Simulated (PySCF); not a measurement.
C2H8GeSe. Atoms are numbered in the order given.

```xyz
12

Se     0.5139     0.4616     0.8233
C      1.8087    -0.6310    -0.1800
C      2.0405    -0.1829    -1.6074
H      1.4767    -1.6784    -0.1252
H      2.7292    -0.5519     0.4179
H      2.3642     0.8675    -1.6484
H      1.1279    -0.2737    -2.2165
H      2.8192    -0.8024    -2.0822
Ge    -1.4230    -0.2263    -0.3124
H     -1.4233    -1.7644    -0.4155
H     -2.6122     0.2627     0.5291
H     -1.5139     0.3706    -1.7305
```

Geometry optimised at PBE0-D3(BJ)/def2-SVP. The structure was generated by enumeration, and PubChem lists no compound with its InChIKey, so it may never have been made. Other conformers were not sampled.

Level of theory: PBE/pcSseg-1 (PySCF).

GIAO shieldings, no solvent; atoms listed in one row are averaged. δ = σ(ref) − σ: ⁷⁷Se against Me2Se (σ = 1634.8 ppm); ¹³C against TMS (σ = 182.0 ppm); ¹H against TMS (σ = 31.49 ppm); ⁷³Ge against GeH4 (σ = 1614.4 ppm), references at their B3LYP-D3(BJ)/def2-TZVP geometries, non-relativistic.

Computed chemical shifts:
```json
[
 {"nucleus": "⁷⁷Se", "atoms": "Se1", "count": "1", "δ (ppm)": "-177.6"},
 {"nucleus": "¹³C", "atoms": "C2", "count": "1", "δ (ppm)": "32.3"},
 {"nucleus": "¹³C", "atoms": "C3", "count": "1", "δ (ppm)": "22.4"},
 {"nucleus": "¹H", "atoms": "H10, H11, H12", "count": "3", "δ (ppm)": "5.04"},
 {"nucleus": "¹H", "atoms": "H4", "count": "1", "δ (ppm)": "2.79"},
 {"nucleus": "¹H", "atoms": "H5", "count": "1", "δ (ppm)": "2.68"},
 {"nucleus": "¹H", "atoms": "H6, H7, H8", "count": "3", "δ (ppm)": "1.64"},
 {"nucleus": "⁷³Ge", "atoms": "Ge9", "count": "1", "δ (ppm)": "168.1"}
]
```
